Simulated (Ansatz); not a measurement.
A structure relaxed at PBE-D4/def2-SVP in Ansatz, charge 0, doublet:

```xyz
7

B     0.758    1.073    0.023
B     2.289    3.220    0.072
B    -2.283   -3.224   -0.072
B    -0.762   -1.070   -0.024
N    -1.527   -2.154   -0.047
N    -0.003    0.002    0.000
N     1.528    2.153    0.047
```

(1) Give its formula and point group.

(2) Summarise the bond lengths by kind (pairs closer than 1.2 times the sum of covalent radii, bridged metal pairs left out).

Results:

(1) the cluster B4N3. Point group D∞h (tolerance 0.1 Å).

(2) 6 × B–N 1.31 to 1.33 Å.

The gap within one spin of the charge 0 doublet nearly closes, so an electron or hole may be smeared out by delocalisation error. Another isomer (doublet) lies 1.25 eV lower at PBE0-D4/def2-TZVP; other spin states weren't run for this one.
